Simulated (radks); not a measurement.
The numbers below are computed, except where a source is named.
Removal energies from the rubidium ion Rb6+, [Ar] 3d10 4s2 4p1, by Delta-SCF beside the eigenvalue of the level emptied. Level of theory: scalar-relativistic Kohn-Sham, PBEsol, spin-polarised, spherical densities, finite nucleus; Fermi nuclear charge, rms radius of each element as measured or else 0.836 A^(1/3) + 0.57 fm (a radial shooting solver on a logarithmic mesh with Libxc functionals). Open shells are filled with parallel spins first.

removed from        final configuration  Delta-SCF (eV)  -eigenvalue (eV)
4p                        [Ar] 3d10 4s2          98.241            90.921
4s                    [Ar] 3d10 4s1 4p1          115.99            108.38
3d                     [Ar] 3d9 4s2 4p1          210.46            192.93
3p            [Ne] 3s2 3p5 3d10 4s2 4p1          331.21            313.82
